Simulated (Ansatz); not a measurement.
The cluster As₆P₂. The state is a singlet with charge 0. Geometry PBE-D4/def2-SVP.

```tsv
atom	x (Å)	y (Å)	z (Å)
P1	-1.624	0.952	0.313
P2	1.701	0.595	1.102
As3	-0.271	-1.548	-2.179
As4	0.655	-1.469	1.453
As5	-1.392	-1.365	-0.015
As6	-0.314	0.639	2.385
As7	0.406	1.787	-0.542
As8	0.839	0.410	-2.518
```

The restricted singlet is unstable towards broken spin symmetry in Hartree–Fock (as tested in another run); at HF/STO-3G, revPBE-D4/def2-TZVP, r2SCAN-D4/def2-TZVP, PBE0-D4/def2-SVP and others this wasn't settled. The structure comes from a short search, and lower isomers may exist.

**Question.** Estimate the orbital energies around the gap (eV) in Ansatz with HF/STO-3G, revPBE-D4/def2-TZVP, r2SCAN-D4/def2-TZVP, PBE0-D4/def2-SVP, PBE0-D4/def2-TZVP.

**Answer.** 
```json
{"orbital": "HOMO−5", "HF/STO-3G": "-7.00", "revPBE-D4/def2-TZVP": "-6.67", "r2SCAN-D4/def2-TZVP": "-7.03", "PBE0-D4/def2-SVP": "-7.77", "PBE0-D4/def2-TZVP": "-7.69"}
{"orbital": "HOMO−4", "HF/STO-3G": "-6.51", "revPBE-D4/def2-TZVP": "-6.46", "r2SCAN-D4/def2-TZVP": "-6.82", "PBE0-D4/def2-SVP": "-7.49", "PBE0-D4/def2-TZVP": "-7.43"}
{"orbital": "HOMO−3", "HF/STO-3G": "-6.44", "revPBE-D4/def2-TZVP": "-6.17", "r2SCAN-D4/def2-TZVP": "-6.52", "PBE0-D4/def2-SVP": "-7.25", "PBE0-D4/def2-TZVP": "-7.14"}
{"orbital": "HOMO−2", "HF/STO-3G": "-6.26", "revPBE-D4/def2-TZVP": "-5.92", "r2SCAN-D4/def2-TZVP": "-6.26", "PBE0-D4/def2-SVP": "-7.02", "PBE0-D4/def2-TZVP": "-6.95"}
{"orbital": "HOMO−1", "HF/STO-3G": "-6.10", "revPBE-D4/def2-TZVP": "-5.82", "r2SCAN-D4/def2-TZVP": "-6.16", "PBE0-D4/def2-SVP": "-6.87", "PBE0-D4/def2-TZVP": "-6.80"}
{"orbital": "HOMO", "HF/STO-3G": "-5.68", "revPBE-D4/def2-TZVP": "-5.66", "r2SCAN-D4/def2-TZVP": "-5.98", "PBE0-D4/def2-SVP": "-6.67", "PBE0-D4/def2-TZVP": "-6.60"}
{"orbital": "LUMO", "HF/STO-3G": "2.77", "revPBE-D4/def2-TZVP": "-3.96", "r2SCAN-D4/def2-TZVP": "-4.15", "PBE0-D4/def2-SVP": "-3.51", "PBE0-D4/def2-TZVP": "-3.49"}
{"orbital": "LUMO+1", "HF/STO-3G": "5.10", "revPBE-D4/def2-TZVP": "-3.14", "r2SCAN-D4/def2-TZVP": "-3.24", "PBE0-D4/def2-SVP": "-2.57", "PBE0-D4/def2-TZVP": "-2.58"}
{"orbital": "LUMO+2", "HF/STO-3G": "5.42", "revPBE-D4/def2-TZVP": "-2.54", "r2SCAN-D4/def2-TZVP": "-2.62", "PBE0-D4/def2-SVP": "-1.92", "PBE0-D4/def2-TZVP": "-1.94"}
{"orbital": "LUMO+3", "HF/STO-3G": "6.57", "revPBE-D4/def2-TZVP": "-2.40", "r2SCAN-D4/def2-TZVP": "-2.44", "PBE0-D4/def2-SVP": "-1.76", "PBE0-D4/def2-TZVP": "-1.80"}
{"orbital": "LUMO+4", "HF/STO-3G": "7.23", "revPBE-D4/def2-TZVP": "-1.86", "r2SCAN-D4/def2-TZVP": "-1.87", "PBE0-D4/def2-SVP": "-1.19", "PBE0-D4/def2-TZVP": "-1.24"}
{"orbital": "LUMO+5", "HF/STO-3G": "7.32", "revPBE-D4/def2-TZVP": "-1.82", "r2SCAN-D4/def2-TZVP": "-1.83", "PBE0-D4/def2-SVP": "-1.10", "PBE0-D4/def2-TZVP": "-1.18"}
```
